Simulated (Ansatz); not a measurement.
Correlation energies of CH$_{4}$BF$_{2}$NO by basis set

```xyz
10

N    -0.266    0.580    1.127
C    -0.280   -0.263    0.133
O    -1.121   -1.258    0.117
F     1.498   -1.111   -1.374
B     0.746    0.026   -1.137
F     1.538    1.104   -0.673
H     0.437    1.307    1.053
H    -0.878    0.554    1.930
H    -1.700   -1.294    0.893
H     0.026    0.356   -2.070
```

The species carries charge 0 and has multiplicity 1. The bonds changed during the relaxation, so this is another structure than the one it started from. All single points use the PBE0-D4/def2-TZVP geometry. It is one conformer, not always the lowest. Frozen core, restricted reference, Ansatz 0.2.0. CBS rows extrapolate triple and quadruple zeta; past MP2 they add the triple-zeta difference.

```tsv
basis	HF (Eh)	MP2 corr.	CCSD corr.	(T)	CCSD(T) total
def2-SVP	-392.86551	-0.93524	-0.96878	-0.02269	-393.85698
def2-TZVPP	-393.34450	-1.20428	-1.22546	-0.04323	-394.61319
def2-QZVPP	-393.36188	-1.30493	–	–	–
CBS(def2)	-393.36428	-1.37949	-1.40066	as TZ	-394.80817
```
